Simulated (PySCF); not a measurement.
A GIAO shielding run with PySCF 2.14 (density fitting, non-relativistic, gas phase) on `CP(C)C/P=C\C(F)(F)F`, C5H9F3P2:

```
$ OMP_NUM_THREADS=1 python probes_run.py task.json out

{"job": {"kind": "nmr", "xc": "PBE0", "basis": "pcSseg-1"}, "charge": 0, "multiplicity": 1}
C     -2.318226    -1.045798    -0.158005
P     -0.887336    -0.155057    -0.922325
C     -1.683077     1.496421    -1.155641
C      0.008039     0.265827     0.682240
P      0.883064    -1.257136     1.242368
C      2.336082    -1.220086     0.412363
C      2.850193    -0.154893    -0.477983
F      4.025685    -0.488267    -1.030958
F      3.068460     1.017704     0.170748
F      2.031430     0.163181    -1.502277
H     -1.970511    -1.990344     0.258176
H     -3.045032    -1.260981    -0.938808
H     -2.794051    -0.455643     0.623446
H     -2.420555     1.416736    -1.952320
H     -0.923884     2.213140    -1.461865
H     -2.168623     1.840748    -0.243147
H     -0.721954     0.564096     1.440328
H      0.690971     1.094715     0.497985
H      3.029522    -2.035111     0.553703
```

Hardware: 1 thread of an Arm Neoverse V1, shared host. The job also computes population analyses, field gradients.

(1) How large is the calculation?

(2) How long does it take, and how much memory does it need?

## Answers

(1) 96 electrons, 229 basis functions and 1234 auxiliary functions.

(2) 69 s of wall time, with 14 SCF cycles and 5 response iterations; peak memory 1.1 GiB. Times on a shared host scatter by some tens of per cent.
